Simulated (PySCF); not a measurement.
Correlation energy of Fe (iron, neutral)

[Ar] 3d6 4s1 5s1, high-spin 7D determinant (an excited configuration). Calculation: PySCF 2.14, in dyall-av2z; no relativity, point nucleus. Frozen: [Ar]; 8 electrons correlated; the 25 highest virtual orbitals of each spin left out.

```
  level  correlation energy (mhartree)
   CCSD                        -136.39
    (T)                          -2.94
CCSD(T)                        -139.33
```

Diagnostics: T1 = 0.014, D1 = 0.0446, largest double amplitude 0.046.

Q: Is a single reference adequate?

A: Yes: T1 lies below 0.03 and no double amplitude reaches 0.07.
